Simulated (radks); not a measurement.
The numbers below are computed, except where a source is named.
Question: These are the eigenvalues of the occupied orbitals of an atom or ion with whole-number occupations (hartree). Level of theory: Dirac Kohn-Sham, PBE, spin-unpolarised, spherical densities, finite nucleus; Fermi nuclear charge, rms radius of each element as measured or else 0.836 A^(1/3) + 0.57 fm (a radial shooting solver on a logarithmic mesh with Libxc functionals).

orbital  eigenvalue
1s1/2     -216.5649
2s1/2     -25.00928
2p1/2     -21.30868
2p3/2     -20.99096
3s1/2      -3.20460
3p1/2      -2.17598
3p3/2      -2.13802
3d3/2      -0.55531
3d5/2      -0.55190
4p1/2      -0.28452
4p3/2      -0.28210

Which element is it, and in what charge state? The configuration may be excited. Open shells, if any, are shared by 2j + 1.

Answer: Z = 24, chromium, charge +1: Cr+ in [Ar] 3d4 4p1. The list shows which subshells hold electrons but not how many an open one holds; the 1s level, -216.56 hartree, gives Z - s = 20.8 by -(Z - s)^2/2, which with screening and relativity narrows Z to a few neighbours, and the depths of the outer levels then fix element, charge and occupations together.
